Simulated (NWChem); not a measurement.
C₃H₆Cl₂; SMILES ClC(C)(Cl)C

All runs: NWChem. Pople sets run with spherical d functions. Geometry: optimised at PBE-D3(BJ)/def2-SVP. B3LYP is NWChem's, with the RPA form of VWN correlation. Static field.

```tsv
level	isotropic polarisability (bohr³)	anisotropy (bohr³)
PBE/6-31+G*	63.9	12.4
B3LYP/6-31+G*	[?]	12.8
LDA (Slater exchange, VWN5)/6-31+G*	64.8	12.1
LC-BLYP (range parameter 0.33 per bohr)/6-31+G*	61.3	12.4
```

Task: Complete the blanks.

Result: 
- B3LYP/6-31+G*, isotropic polarisability (bohr³): 62.0
